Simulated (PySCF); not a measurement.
CsF (SMILES [F][Cs]), singlet, at a GFN2-xTB geometry (such geometries of metal compounds can be far from the true shape) (core potentials on Cs); DF-B3LYP5/def2-SVPD (PySCF).

Input for PySCF:
```python
from pyscf import gto, scf, dft

mol = gto.Mole()
mol.atom = '''
    Cs   -0.000000   -0.000000   -0.324136
    F     0.000000    0.000000    1.980834
'''
mol.basis = 'def2-svpd'
mol.ecp = {'Cs': 'def2-svpd'}
mol.charge = 0
mol.spin = 0
mol.verbose = 4
mol.build()

mf = dft.RKS(mol)
mf.xc = 'b3lyp5'
mf = mf.density_fit(auxbasis='def2-universal-jkfit')
mf.kernel()
```

Question: Write the output that PySCF gives for this input, abridged.

Answer: 
```
PySCF version 2.14.0

[INPUT] verbose = 4
[INPUT] num. atoms = 2
[INPUT] num. electrons = 18
[INPUT] charge = 0
[INPUT] spin (= nelec alpha-beta = 2S) = 0
[INPUT] symmetry False subgroup None
[INPUT] Mole.unit = angstrom
[INPUT] Symbol           X                Y                Z      unit          X                Y                Z       unit  Magmom
[INPUT]  1 Cs     0.000000000000   0.000000000000  -0.324136000000 AA    0.000000000000   0.000000000000  -0.612528267112 Bohr   0.0
[INPUT]  2 F      0.000000000000   0.000000000000   1.980834000000 AA    0.000000000000   0.000000000000   3.743233758227 Bohr   0.0

nuclear repulsion = 18.5960572521638
number of shells = 20
number of NR pGTOs = 71
number of NR cGTOs = 50
basis = def2-svpd
ecp = {'Cs': 'def2-svpd'}

******** <class 'pyscf.df.df_jk.DFRKS'> ********
method = DFRKS
initial guess = minao
damping factor = 0
level_shift factor = 0
DIIS = <class 'pyscf.scf.diis.CDIIS'>
diis_start_cycle = 1
diis_space = 8
diis_damp = 0
SCF conv_tol = 1e-09
SCF conv_tol_grad = None
SCF max_cycles = 50
direct_scf = False
XC library pyscf.dft.libxc version 7.1.2
    S. Lehtola, C. Steigemann, M. J. T. Oliveira, and M. A. L. Marques,  SoftwareX 7, 1–5 (2018)
XC functionals = b3lyp5
    P. A. M. Dirac,  Math. Proc. Cambridge Philos. Soc. 26, 376 (1930)
    F. Bloch,  Z. Phys. 57, 545 (1929)
    A. D. Becke,  Phys. Rev. A 38, 3098 (1988)
    C. Lee, W. Yang, and R. G. Parr,  Phys. Rev. B 37, 785 (1988)
    B. Miehlich, A. Savin, H. Stoll, and H. Preuss,  Chem. Phys. Lett. 157, 200 (1989)
    S. H. Vosko, L. Wilk, and M. Nusair,  Can. J. Phys. 58, 1200 (1980)
radial grids:
    Treutler-Ahlrichs [JCP 102, 346 (1995); DOI:10.1063/1.469408] (M4) radial grids

becke partition: Becke, JCP 88, 2547 (1988); DOI:10.1063/1.454033
pruning grids: <function nwchem_prune>
grids dens level: 3
symmetrized grids: False
atomic radii adjust function: <function treutler_atomic_radii_adjust>
small_rho_cutoff = 0
Set gradient conv threshold to 3.16228e-05
Initial guess from minao.
tot grids = 37976
******** <class 'pyscf.df.df.DF'> ********
auxbasis = def2-universal-jkfit
init E= -116.441318117254
  HOMO = -0.612977432749179  LUMO = -0.191018498528109  gap/eV = 11.48209
cycle= 1 E= -119.769547568373  delta_E= -3.33  |g|= 0.815  |ddm|= 1.92
  HOMO = -9.67182215040375e-05  LUMO = 0.00489951757974691  gap/eV = 0.13595
cycle= 2 E= -107.911176854503  delta_E= 11.9  |g|= 3.07  |ddm|= 3.77
  HOMO = -0.448985864356011  LUMO = -0.0705100664983576  gap/eV = 10.29885
cycle= 3 E= -119.826739151405  delta_E= -11.9  |g|= 0.634  |ddm|= 3.68
  HOMO = -0.352335930269441  LUMO = -0.068839419252555  gap/eV = 7.71433
cycle= 4 E= -119.894681633536  delta_E= -0.0679  |g|=  0.3  |ddm|= 0.409
  HOMO = -0.217324509618091  LUMO = -0.0388215129795775  gap/eV = 4.85731
cycle= 5 E= -119.918257771385  delta_E= -0.0236  |g|= 0.0236  |ddm|= 0.393
  HOMO = -0.221801058519513  LUMO = -0.036834156417239  gap/eV = 5.03321
cycle= 6 E= -119.918392815313  delta_E= -0.000135  |g|= 0.0167  |ddm|= 0.0398
  HOMO = -0.224452738542649  LUMO = -0.0372598020604684  gap/eV = 5.09378
cycle= 7 E= -119.918441579642  delta_E= -4.88e-05  |g|= 0.00218  |ddm|= 0.0101
  HOMO = -0.225043878837108  LUMO = -0.0373146701180929  gap/eV = 5.10837
cycle= 8 E= -119.918442498422  delta_E= -9.19e-07  |g|= 5.13e-05  |ddm|= 0.00161
  HOMO = -0.225057833513861  LUMO = -0.0373148066093378  gap/eV = 5.10875
cycle= 9 E= -119.918442498872  delta_E= -4.5e-10  |g|= 2.21e-05  |ddm|= 5.29e-05
  HOMO = -0.22504658182894  LUMO = -0.0373144238477643  gap/eV = 5.10845
Extra cycle  E= -119.918442498611  delta_E= 2.62e-10  |g|= 4.51e-05  |ddm|= 3.89e-05
converged SCF energy = -119.918442498611
```
